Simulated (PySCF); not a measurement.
A survey of 33S NMR shifts

All values are calculated (PySCF): coordinates at the GFN2-xTB level, NMR shieldings at PBE0/pcSseg-1/GIAO. Non-relativistic, a single conformation, equivalent nuclei averaged, isolated molecule.

Shieldings were converted by a linear fit to measured shifts: 33S: δ = 158.28 − 0.937σ (rms 33.3 ppm, 20 shifts vs sulfate, solution or neat liquid). A few per cent of atoms miss by over 2 rms, more outside the fitted compound classes.

Problem. Match the shifts 521, 151, -282, -383, -452, -564 ppm to `C=C(CC)[SiH2]OC(C)=S`, `C[Si@@H](N)SCC#N`, `CC/C=C/[Si@H]1OCCS1`, `CO[C@@H]1[C@@H]([SiH3])[C@@H]1C(C)=S`, `C=CC[C@@H]1CS[C@H]1O[SiH3]`, `C=C[Si@@H]1[SiH2][SiH2][SiH2]S1`.

Solution. 521: CO[C@@H]1[C@@H]([SiH3])[C@@H]1C(C)=S (thione sulfur); 151: C=C(CC)[SiH2]OC(C)=S (thione sulfur); -282: C=CC[C@@H]1CS[C@H]1O[SiH3] (sulfide sulfur); -383: C[Si@@H](N)SCC#N (sulfur bonded to C, Si); -452: CC/C=C/[Si@H]1OCCS1 (sulfur bonded to C, Si, in a 5-membered ring); -564: C=C[Si@@H]1[SiH2][SiH2][SiH2]S1 (sulfur bonded to 2 Si, in a 5-membered ring).
